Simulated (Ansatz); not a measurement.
Cartesian coordinates (Å):
```xyz
6

N     -0.8636    -0.0424     0.0117
B      0.5181     0.0254    -0.0071
I      1.4846     1.9337    -0.1679
I      1.6708    -1.7790     0.1246
H     -1.4473     0.7773    -0.0474
H     -1.3627    -0.9150     0.0861
```
Charge 0, spin multiplicity 1.

These are Ansatz (an electronic-structure program) with frozen-core CCSD(T)/def2-TZVPP // r2SCAN-D4/def2-TZVP values and carry that method's errors.

| Property | Result |
|---|---|
| HF energy | -673.76053 Ha |
| MP2 correlation energy | -1.30725 Ha |

Q: Estimate the CCSD correlation energy, the (T) correction, the total energy and the T1 diagnostic.

A: 
CCSD correlation energy: -1.25501 Ha
(T) correction: -0.03570 Ha
CCSD(T) total energy: -675.05123 Ha
T1 diagnostic: 0.010
